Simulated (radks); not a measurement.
Question: The mean radii <r> (bohr) of the occupied orbitals of an atom or ion are listed with their occupations. All-electron calculation, non-relativistic Kohn-Sham, PBE, spin-polarised, spherical densities, point nucleus. Program: a radial shooting solver on a logarithmic mesh with Libxc functionals.

orbital  occ.      <r>
1s down     1  0.02618
1s up       1  0.02618
2s up       1   0.1121
2s down     1   0.1121
2p up       3  0.09528
2p down     3  0.09527
3s up       1   0.2935
3s down     1   0.2934
3p up       3   0.2834
3p down     3   0.2833
3d up       5   0.2542
3d down     5   0.2541
4s up       1   0.6697
4s down     1   0.6695
4p up       3   0.6906
4p down     3   0.6904
4d up       5   0.7468
4d down     5   0.7467
5s up       1    1.630
5s down     1    1.634
5p up       3    1.850
5p down     3    1.857
4f up       2    1.162
5d up       1    2.987

Name the element and its charge. Open shells, if any, are filled with parallel spins first.

Answer: Z = 58, cerium, charge +1: Ce+ in [Xe] 4f2 5d1. The 1s radius gives Z: for a bare nucleus <r> = 1.5/Z, 0.02586 bohr for Z = 58, and screening makes it slightly larger (0.02618 here). The occupations add up to 57, and the charge is Z minus that.
